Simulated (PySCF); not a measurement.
Mo(S)2(OH)2 (H₂MoO₂S₂), SMILES [S]=[Mo]([OH])([OH])=[S], multiplicity 1.

Coordinates come from a PBE0-D3(BJ)/def2-SVP optimisation. A frequency run showed that this geometry is not a minimum. The spin state was assumed, not searched. The def2 effective core potentials stand for the cores of Mo; spin–orbit coupling is left out. The values are those of a single conformer.

Two levels are set side by side: TDA-PBE/def2-SVPD (PySCF) and TDA-B3LYP/def2-SVPD (PySCF). Vertical, same geometry. The lowest singlet is HOMO→LUMO+1 98 % with PBE and HOMO→LUMO+1 98 % with the other functional; states are paired by order. Differences are taken from unrounded values.

```json
[
 {"quantity": "lowest singlet excitation (eV)", "TDA-B3LYP": "2.71", "TDA-PBE": "2.71", "TDA-PBE minus TDA-B3LYP": "0.00"},
 {"quantity": "lowest triplet excitation (TDA) (eV)", "TDA-B3LYP": "1.96", "TDA-PBE": "1.96", "TDA-PBE minus TDA-B3LYP": "0.00"}
]
```

Here PBE gives about what the other level gives.

Rough cost on one machine, each run with all the roots and properties that it gave: TDA-B3LYP against TDA-PBE about 2 times.
